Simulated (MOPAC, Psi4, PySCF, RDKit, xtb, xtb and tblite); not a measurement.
Two geometries of C₃H₈O₃Si, SMILES C([SiH2]COC)(O)=O, relaxed at GFN2-xTB with one dihedral held; other torsions can differ between them too.

Structure A

```
15

C     -2.0632    -1.2959     1.0949
O     -1.8182    -0.3349     0.1020
C     -0.4886     0.1533     0.1038
Si     0.8252    -1.1136    -0.5195
C     -0.1177    -2.4360    -1.5416
O     -0.4750    -3.5206    -1.1559
O     -0.3614    -2.0048    -2.7819
H     -1.4567    -2.1972     0.9462
H     -1.8563    -0.8918     2.0942
H     -3.1178    -1.5550     1.0204
H     -0.2306     0.5283     1.1046
H     -0.5123     1.0155    -0.5670
H      1.7783    -0.4463    -1.4035
H      1.4830    -1.7999     0.5954
H     -0.8744    -2.6579    -3.2899
```

Structure B

```
15

C      0.3898    -1.1010    -4.2066
O      0.3494    -0.9912    -2.8073
C     -0.9556    -1.1343    -2.2768
Si    -0.7887    -0.9549    -0.3876
C     -2.5250    -0.5096     0.3174
O     -3.5351    -0.3087    -0.3097
O     -2.4971    -0.4287     1.6528
H     -0.2275    -0.3287    -4.6829
H      0.0357    -2.0856    -4.5380
H      1.4288    -0.9701    -4.5031
H     -1.6210    -0.3674    -2.7004
H     -1.3752    -2.1088    -2.5673
H      0.1062     0.1501    -0.0465
H     -0.3673    -2.2022     0.2545
H     -3.3740    -0.1932     2.0065
```

Which is lower in energy at the level B3LYP-D3(BJ)/def2-SVP // GFN2-xTB run with Psi4 1.11, and by how much?

B is lower, by 1.12 kcal/mol (dihedral O2–C3–Si4–C5: 20° in A, 160° in B).

E(B) − E(A) in kcal/mol at the other levels, on the same two geometries: GFN2-xTB (xtb and tblite) -0.35; MMFF94 // GFN2-xTB (RDKit) -4.04; B3LYP/def2-SVP // GFN2-xTB (Psi4) -2.47; PBE/def2-SVP // GFN2-xTB (Psi4) -1.56; PBE-D3(BJ)/def2-SVP // GFN2-xTB (Psi4) -0.76; UFF // GFN2-xTB (RDKit) -3.04; AM1, restricted, heats of formation // GFN2-xTB (MOPAC) -7.17; PM3, restricted, heats of formation // GFN2-xTB (MOPAC) -1.79; GFN1-xTB // GFN2-xTB (xtb) -1.67; restricted B3LYP/6-31G*, spherical d, density fitting // GFN2-xTB (PySCF) -2.58; restricted B3LYP/LANL2DZ, with its core potentials past Ne // GFN2-xTB (PySCF) -2.86; restricted Hartree-Fock/LANL2DZ, with its core potentials past Ne // GFN2-xTB (PySCF) -4.85; restricted Hartree-Fock/6-31G*, spherical d, density fitting // GFN2-xTB (PySCF) -4.06.
